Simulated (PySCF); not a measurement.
AuCl, singlet, geometry from GFN2-xTB (such geometries of metal compounds can be far from the true shape) (core potentials on Au); PySCF with CASSCF(8,6)/def2-SVP.

PySCF was given this input:
```python
from pyscf import gto, scf, mcscf
import numpy

mol = gto.M(
    atom='''
Au   -0.00000000   -0.00000000   -0.39614556
Cl    0.00000000    0.00000000    1.84091171
''',
    basis='def2-svp',
    ecp={'Au': 'def2-svp'},
    verbose=4,
)

mf = scf.RHF(mol)
mf.kernel()
mc = mcscf.CASSCF(mf, 6, 8)
mc.fix_spin_(ss=0.0)
mc.kernel()
occ = numpy.linalg.eigvalsh(mc.fcisolver.make_rdm1(mc.ci, mc.ncas, mc.nelecas))[::-1]
ss = mc.fcisolver.spin_square(mc.ci, mc.ncas, mc.nelecas)[0]
print('natural occupations', occ.round(4), ' <S^2>', round(ss, 4))
```

Task: What does PySCF print? Leave out banner, timings and long lists.

Result: 
```
PySCF version 2.14.0

[INPUT] verbose = 4
[INPUT] num. atoms = 2
[INPUT] num. electrons = 36
[INPUT] charge = 0
[INPUT] spin (= nelec alpha-beta = 2S) = 0
[INPUT] symmetry False subgroup None
[INPUT] Mole.unit = angstrom
[INPUT] Symbol           X                Y                Z      unit          X                Y                Z       unit  Magmom
[...]
nuclear repulsion = 76.405839680251
number of shells = 20
number of NR pGTOs = 93
number of NR cGTOs = 50
basis = def2-svp
ecp = {'Au': 'def2-svp'}

******** <class 'pyscf.scf.hf.RHF'> ********
method = RHF
initial guess = minao
damping factor = 0
level_shift factor = 0
DIIS = <class 'pyscf.scf.diis.CDIIS'>
diis_start_cycle = 1
diis_space = 8
diis_damp = 0
SCF conv_tol = 1e-09
SCF conv_tol_grad = None
SCF max_cycles = 50
direct_scf = True
direct_scf_tol = 1e-13
Set gradient conv threshold to 3.16228e-05
Initial guess from minao.
init E= -581.972073998236
[...]
cycle= 1 E= -593.822880397785  delta_E= -11.9  |g|= 1.24  |ddm|= 9.97
[...]
cycle= 2 E= -594.017537734784  delta_E= -0.195  |g|= 0.853  |ddm|= 2.34
[...]
cycle= 3 E= -594.158795318346  delta_E= -0.141  |g|= 0.0444  |ddm|= 0.859
[...]
cycle= 4 E= -594.159751093165  delta_E= -0.000956  |g|= 0.0151  |ddm|= 0.0885
[...]
cycle= 5 E= -594.159907200073  delta_E= -0.000156  |g|= 0.00633  |ddm|= 0.0378
[...]
cycle= 6 E= -594.159949895049  delta_E= -4.27e-05  |g|= 0.00188  |ddm|= 0.024
[...]
cycle= 7 E= -594.159953901634  delta_E= -4.01e-06  |g|= 0.000704  |ddm|= 0.00734
[...]
cycle= 8 E= -594.159954653308  delta_E= -7.52e-07  |g|= 0.000327  |ddm|= 0.00305
[...]
cycle= 9 E= -594.159954886001  delta_E= -2.33e-07  |g|= 0.00011  |ddm|= 0.00207
[...]
cycle= 10 E= -594.159954912566  delta_E= -2.66e-08  |g|= 2.54e-05  |ddm|= 0.000822
[...]
cycle= 11 E= -594.159954913456  delta_E= -8.91e-10  |g|= 6.69e-06  |ddm|= 0.000145
[...]
Extra cycle  E= -594.159954913489  delta_E= -3.29e-11  |g|= 2.97e-06  |ddm|= 2.04e-05
converged SCF energy = -594.159954913489

******** <class 'pyscf.mcscf.mc1step.CASSCF'> ********
CAS (4e+4e, 6o), ncore = 14, nvir = 30
max_cycle_macro = 50
max_cycle_micro = 4
conv_tol = 1e-07
conv_tol_grad = None
orbital rotation max_stepsize = 0.02
orbital rotation threshold for CI restart = 0.01
augmented hessian ah_max_cycle = 30
augmented hessian ah_conv_tol = 1e-12
augmented hessian ah_linear dependence = 1e-14
augmented hessian ah_level shift = 1e-08
augmented hessian ah_start_tol = 2.5
augmented hessian ah_start_cycle = 3
augmented hessian ah_grad_trust_region = 3
kf_trust_region = 3
kf_interval = 4
ci_response_space = 4
ci_grad_trust_region = 3
with_dep4 0
natorb = False
canonicalization = True
sorting_mo_energy = False
ao2mo_level = 2
internal_rotation = False
******** <class 'pyscf.fci.addons.SpinPenaltyFCISolver'> ********
max. cycles = 50
conv_tol = 1e-08
davidson only = True
linear dependence = 1e-12
level shift = 0.001
max iter space = 12
nroots = 1
pspace_size = 400
spin = None
CASCI E = -594.162378189282  S^2 = 0.0000000
Set conv_tol_grad to 0.000316228
macro iter   1 ( 21 JK    4 micro), CASSCF E = -594.172603349738  dE = -1.02251605e-02  S^2 = 0.0000000
               |grad[o]|=0.0107  |grad[c]|=0.0238  |ddm|=0.0481  |maxRot[o]|=0.307
macro iter   2 ( 21 JK    4 micro), CASSCF E = -594.179597568947  dE = -6.99421921e-03  S^2 = 0.0000000
               |grad[o]|=0.0201  |grad[c]|=0.031  |ddm|=0.0164  |maxRot[o]|=0.203
macro iter   3 ( 21 JK    4 micro), CASSCF E = -594.182643322072  dE = -3.04575313e-03  S^2 = 0.0000000
               |grad[o]|=0.0118  |grad[c]|=0.0173  |ddm|=0.00547  |maxRot[o]|=0.128
macro iter   4 ( 21 JK    4 micro), CASSCF E = -594.184445957469  dE = -1.80263540e-03  S^2 = 0.0000000
               |grad[o]|=0.00857  |grad[c]|=0.0142  |ddm|=0.00297  |maxRot[o]|=0.128
macro iter   5 ( 21 JK    4 micro), CASSCF E = -594.185242143556  dE = -7.96186087e-04  S^2 = 0.0000000
               |grad[o]|=0.00771  |grad[c]|=0.00877  |ddm|=0.00399  |maxRot[o]|=0.116
macro iter   6 ( 17 JK    4 micro), CASSCF E = -594.185609368287  dE = -3.67224731e-04  S^2 = 0.0000000
               |grad[o]|=0.00674  |grad[c]|=0.0509  |ddm|=0.0135  |maxRot[o]|=0.122
macro iter   7 ( 12 JK    3 micro), CASSCF E = -594.185752883042  dE = -1.43514755e-04  S^2 = 0.0000000
               |grad[o]|=0.00616  |grad[c]|=0.0394  |ddm|=0.00647  |maxRot[o]|=0.106
macro iter   8 ( 12 JK    3 micro), CASSCF E = -594.185865633538  dE = -1.12750496e-04  S^2 = 0.0000000
               |grad[o]|=0.00554  |grad[c]|=0.0386  |ddm|=0.00582  |maxRot[o]|=0.149
macro iter   9 ( 12 JK    3 micro), CASSCF E = -594.185981063320  dE = -1.15429782e-04  S^2 = 0.0000000
               |grad[o]|=0.00512  |grad[c]|=0.0322  |ddm|=0.00435  |maxRot[o]|=0.145
macro iter  10 ( 12 JK    3 micro), CASSCF E = -594.186089847514  dE = -1.08784194e-04  S^2 = 0.0000000
               |grad[o]|=0.00483  |grad[c]|=0.016  |ddm|=0.00237  |maxRot[o]|=0.117
macro iter  11 ( 12 JK    3 micro), CASSCF E = -594.186187806818  dE = -9.79593042e-05  S^2 = 0.0000000
               |grad[o]|=0.00463  |grad[c]|=0.00759  |ddm|=0.00136  |maxRot[o]|=0.0886
macro iter  12 ( 12 JK    3 micro), CASSCF E = -594.186277203176  dE = -8.93963578e-05  S^2 = 0.0000000
               |grad[o]|=0.00444  |grad[c]|=0.00308  |ddm|=0.00102  |maxRot[o]|=0.0711
macro iter  13 ( 12 JK    3 micro), CASSCF E = -594.186360220537  dE = -8.30173609e-05  S^2 = 0.0000000
               |grad[o]|=0.0042  |grad[c]|=0.0016  |ddm|=0.000919  |maxRot[o]|=0.0693
macro iter  14 ( 21 JK    4 micro), CASSCF E = -594.186494110524  dE = -1.33889987e-04  S^2 = 0.0000000
               |grad[o]|=0.004  |grad[c]|=0.0299  |ddm|=0.00183  |maxRot[o]|=0.235
macro iter  15 ( 17 JK    4 micro), CASSCF E = -594.186363674220  dE =  1.30436304e-04  S^2 = 0.0000000
               |grad[o]|=0.00836  |grad[c]|=0.0123  |ddm|=0.0017  |maxRot[o]|=0.127
macro iter  16 ( 21 JK    4 micro), CASSCF E = -594.186396999409  dE = -3.33251890e-05  S^2 = 0.0000000
[...]
macro iter  22 ( 17 JK    4 micro), CASSCF E = -594.186453323135  dE = -2.89058154e-05  S^2 = 0.0000000
               |grad[o]|=0.00316  |grad[c]|=0.0179  |ddm|=0.000628  |maxRot[o]|=0.0427
macro iter  23 (  7 JK    2 micro), CASSCF E = -594.186538265774  dE = -8.49426391e-05  S^2 = 0.0000000
               |grad[o]|=0.00285  |grad[c]|=0.00172  |ddm|=0.000374  |maxRot[o]|=0.0538
macro iter  24 (  7 JK    2 micro), CASSCF E = -594.186652872208  dE = -1.14606434e-04  S^2 = 0.0000000
               |grad[o]|=0.00268  |grad[c]|=0.00215  |ddm|=0.000597  |maxRot[o]|=0.0613
macro iter  25 (  7 JK    2 micro), CASSCF E = -594.186790079897  dE = -1.37207689e-04  S^2 = 0.0000000
               |grad[o]|=0.00247  |grad[c]|=0.00308  |ddm|=0.000773  |maxRot[o]|=0.0655
macro iter  26 (  7 JK    2 micro), CASSCF E = -594.186941877685  dE = -1.51797788e-04  S^2 = 0.0000000
               |grad[o]|=0.0023  |grad[c]|=0.00436  |ddm|=0.000904  |maxRot[o]|=0.0677
macro iter  27 (  7 JK    2 micro), CASSCF E = -594.187090393227  dE = -1.48515541e-04  S^2 = 0.0000000
               |grad[o]|=0.00216  |grad[c]|=0.00593  |ddm|=0.000937  |maxRot[o]|=0.0688
macro iter  28 (  7 JK    2 micro), CASSCF E = -594.187203225841  dE = -1.12832614e-04  S^2 = 0.0000000
               |grad[o]|=0.00191  |grad[c]|=0.00782  |ddm|=0.000842  |maxRot[o]|=0.0693
macro iter  29 (  5 JK    2 micro), CASSCF E = -594.187231208218  dE = -2.79823777e-05  S^2 = 0.0000000
               |grad[o]|=0.00136  |grad[c]|=0.00205  |ddm|=0.000705  |maxRot[o]|=0.0299
macro iter  30 ( 10 JK    3 micro), CASSCF E = -594.187213732642  dE =  1.74755764e-05  S^2 = 0.0000000
               |grad[o]|=0.000967  |grad[c]|=0.00454  |ddm|=0.00165  |maxRot[o]|=0.0492
macro iter  31 ( 21 JK    4 micro), CASSCF E = -594.187224204711  dE = -1.04720689e-05  S^2 = 0.0000000
               |grad[o]|=0.00166  |grad[c]|=0.00229  |ddm|=0.000212  |maxRot[o]|=0.0287
macro iter  32 (  7 JK    2 micro), CASSCF E = -594.187233405092  dE = -9.20038099e-06  S^2 = 0.0000000
               |grad[o]|=0.000954  |grad[c]|=0.0123  |ddm|=8.38e-05  |maxRot[o]|=0.0383
macro iter  33 (  7 JK    2 micro), CASSCF E = -594.187240235431  dE = -6.83033966e-06  S^2 = 0.0000000
               |grad[o]|=0.000685  |grad[c]|=0.0222  |ddm|=0.000203  |maxRot[o]|=0.0517
macro iter  34 (  7 JK    2 micro), CASSCF E = -594.187242041301  dE = -1.80586994e-06  S^2 = 0.0000000
               |grad[o]|=0.000373  |grad[c]|=0.0303  |ddm|=0.000208  |maxRot[o]|=0.0601
macro iter  35 (  7 JK    2 micro), CASSCF E = -594.187243221381  dE = -1.18007938e-06  S^2 = 0.0000000
               |grad[o]|=0.000254  |grad[c]|=0.0354  |ddm|=0.000165  |maxRot[o]|=0.0648
macro iter  36 (  7 JK    2 micro), CASSCF E = -594.187244786784  dE = -1.56540375e-06  S^2 = 0.0000000
               |grad[o]|=0.000244  |grad[c]|=0.038  |ddm|=0.000197  |maxRot[o]|=0.0673
macro iter  37 (  7 JK    2 micro), CASSCF E = -594.187246765962  dE = -1.97917711e-06  S^2 = 0.0000000
               |grad[o]|=0.000234  |grad[c]|=0.0394  |ddm|=0.000243  |maxRot[o]|=0.0686
macro iter  38 (  7 JK    2 micro), CASSCF E = -594.187249182880  dE = -2.41691862e-06  S^2 = 0.0000000
               |grad[o]|=0.000217  |grad[c]|= 0.04  |ddm|=0.000282  |maxRot[o]|=0.0692
macro iter  39 (  7 JK    2 micro), CASSCF E = -594.187251983437  dE = -2.80055644e-06  S^2 = 0.0000000
               |grad[o]|=0.000197  |grad[c]|=0.0402  |ddm|=0.000314  |maxRot[o]|=0.0695
macro iter  40 (  7 JK    2 micro), CASSCF E = -594.187255114270  dE = -3.13083353e-06  S^2 = 0.0000000
               |grad[o]|=0.000181  |grad[c]|=0.0404  |ddm|=0.00034  |maxRot[o]|=0.0697
macro iter  41 (  7 JK    2 micro), CASSCF E = -594.187258453106  dE = -3.33883611e-06  S^2 = 0.0000000
               |grad[o]|=0.000159  |grad[c]|=0.0405  |ddm|=0.00036  |maxRot[o]|=0.0698
macro iter  42 (  7 JK    2 micro), CASSCF E = -594.187261907880  dE = -3.45477372e-06  S^2 = 0.0000000
               |grad[o]|=0.000152  |grad[c]|=0.0407  |ddm|=0.000375  |maxRot[o]|=0.0698
macro iter  43 (  7 JK    2 micro), CASSCF E = -594.187265347844  dE = -3.43996419e-06  S^2 = 0.0000000
               |grad[o]|=0.000124  |grad[c]|=0.0409  |ddm|=0.000391  |maxRot[o]|=0.0698
macro iter  44 (  7 JK    2 micro), CASSCF E = -594.187268745249  dE = -3.39740529e-06  S^2 = 0.0000000
               |grad[o]|=0.000146  |grad[c]|=0.0413  |ddm|=0.000399  |maxRot[o]|=0.0698
macro iter  45 (  7 JK    2 micro), CASSCF E = -594.187272039658  dE = -3.29440832e-06  S^2 = 0.0000000
               |grad[o]|=0.000103  |grad[c]|=0.0417  |ddm|=0.000419  |maxRot[o]|=0.0698
macro iter  46 (  7 JK    2 micro), CASSCF E = -594.187275415293  dE = -3.37563563e-06  S^2 = 0.0000000
               |grad[o]|=0.00019  |grad[c]|=0.0421  |ddm|=0.000418  |maxRot[o]|=0.0698
macro iter  47 (  6 JK    1 micro), CASSCF E = -594.187278296902  dE = -2.88160868e-06  S^2 = 0.0000000
               |grad[o]|=0.00011  |grad[c]|=0.0313  |ddm|=0.000325  |maxRot[o]|=0.0598
macro iter  48 (  7 JK    2 micro), CASSCF E = -594.187281941697  dE = -3.64479456e-06  S^2 = 0.0000000
               |grad[o]|=0.000282  |grad[c]|=0.0299  |ddm|=0.000298  |maxRot[o]|=0.0698
macro iter  49 (  7 JK    2 micro), CASSCF E = -594.187285548967  dE = -3.60727040e-06  S^2 = 0.0000000
               |grad[o]|=0.000177  |grad[c]|=0.0206  |ddm|=0.000204  |maxRot[o]|=0.0698
macro iter  50 (  7 JK    2 micro), CASSCF E = -594.187289745763  dE = -4.19679554e-06  S^2 = 0.0000000
               |grad[o]|=0.000295  |grad[c]|=0.0116  |ddm|=9.11e-05  |maxRot[o]|=0.0698
1-step CASSCF not converged,  50 macro (600 JK 139 micro) steps
CASSCF canonicalization
Density matrix diagonal elements [1.99908952 1.98275672 1.99481998 1.99442369 0.01723084 0.01167925]
CASSCF energy = -594.187289745763
CASCI E = -594.187289745763  E(CI) = -28.6180360778299  S^2 = 0.0000000
natural occupations [2.     1.9991 1.9893 1.983  0.017  0.0116]  <S^2> 0.0
```

The run did not converge; its last values are not results.
